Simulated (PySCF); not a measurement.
# Atomic charges by several schemes

Compound: C₄H₅F₄PSi.
Structure used (GFN2-xTB), in Å, numbered top down from 1:
```xyz
15
C4H5F4PSi angstrom
F     -2.0997   -1.8170   -1.3781
C     -1.6350   -0.9887   -0.4078
C     -0.5814   -1.2163    0.3178
P      0.5992   -1.4366    1.4274
C      2.0513   -0.6887    0.5484
Si     1.8009    1.1409    0.0158
C     -2.4499    0.2813   -0.3081
F     -2.4359    0.9937   -1.4454
F     -3.7354    0.0568   -0.0094
F     -1.9595    1.0820    0.6522
H      2.9037   -0.7731    1.2246
H      2.2710   -1.3059   -0.3230
H      0.8494    1.1656   -1.0925
H      3.1112    1.6303   -0.4159
H      1.3056    1.8834    1.1723
```

Density: PBE0/pcSseg-1 (PySCF); schemes: Mulliken, IAO, Hirshfeld and ESP-fitted. One conformer (not necessarily the lowest) at the GFN2-xTB geometry, without solvent, vibrations or thermal averaging.

At which atom do the 4 schemes differ most?

At C5: from -0.775 (Mulliken) to -0.035 e (ESP-fitted), 0.740 e apart.

For which atoms does the sign change between the 4 schemes (beyond +0.03 e in one, beyond −0.03 e in another)?

P4.

Do the Mulliken, IAO, Hirshfeld and ESP-fitted schemes agree on where the charge is highest?

The schemes don't all agree: Mulliken C7 (+0.807); IAO C7 (+0.794); Hirshfeld Si6 (+0.315); ESP-fitted C7 (+0.558).

Tabulate the Mulliken, IAO, Hirshfeld and ESP-fitted charges.

In e:

```csv
atom,environment,Mulliken,IAO,Hirshfeld,ESP-fitted
F1,vinyl fluorine,-0.260,-0.253,-0.080,-0.121
C2,outer carbon of cumulated double bonds,+0.156,+0.211,+0.042,+0.011
C3,central carbon of cumulated double bonds,-0.318,-0.350,-0.120,-0.040
P4,phosphorus bonded to 2 C,+0.464,+0.513,+0.186,-0.037
C5,sp3 carbon bound to silicon,-0.775,-0.727,-0.199,-0.035
Si6,SiH3 silicon,+0.522,+0.612,+0.315,+0.285
C7,CF3 carbon,+0.807,+0.794,+0.253,+0.558
F8,fluorine of a CF3 group,-0.262,-0.272,-0.094,-0.177
F9,fluorine of a CF3 group,-0.258,-0.268,-0.092,-0.167
F10,fluorine of a CF3 group,-0.259,-0.277,-0.085,-0.202
H11,methylene hydrogen,+0.181,+0.167,+0.045,+0.069
H12,methylene hydrogen,+0.198,+0.177,+0.051,+0.063
H13,Si–H hydrogen,-0.059,-0.106,-0.074,-0.062
H14,Si–H hydrogen,-0.075,-0.112,-0.073,-0.100
H15,Si–H hydrogen,-0.062,-0.110,-0.072,-0.045
```

Mean size of the charges over all atoms: IAO 0.330 e, Mulliken 0.310 e, ESP-fitted 0.131 e, Hirshfeld 0.119 e. Each set sums to the total charge, 0, to within 0.001 e. The Hirshfeld scheme weights the molecular density at each point by an atom's share of the summed free-atom densities.

How closely do the schemes follow one another over all atoms?

Correlation coefficient and root-mean-square difference: Mulliken with IAO 1.00, 0.040 e; IAO with Hirshfeld 0.97, 0.260 e; Mulliken with Hirshfeld 0.94, 0.254 e; Hirshfeld with ESP-fitted 0.78, 0.118 e; IAO with ESP-fitted 0.77, 0.277 e; Mulliken with ESP-fitted 0.77, 0.269 e.

How many electrons does the Mulliken scheme count on F9?

Z − q = 9 − (-0.258) = 9.258.

Sum the charges by element, for elements with more than one atom.

```csv
element,atoms,Mulliken,IAO,Hirshfeld,ESP-fitted
F,4,-1.038,-1.070,-0.351,-0.668
C,4,-0.130,-0.071,-0.025,+0.495
H,5,+0.183,+0.016,-0.125,-0.075
```
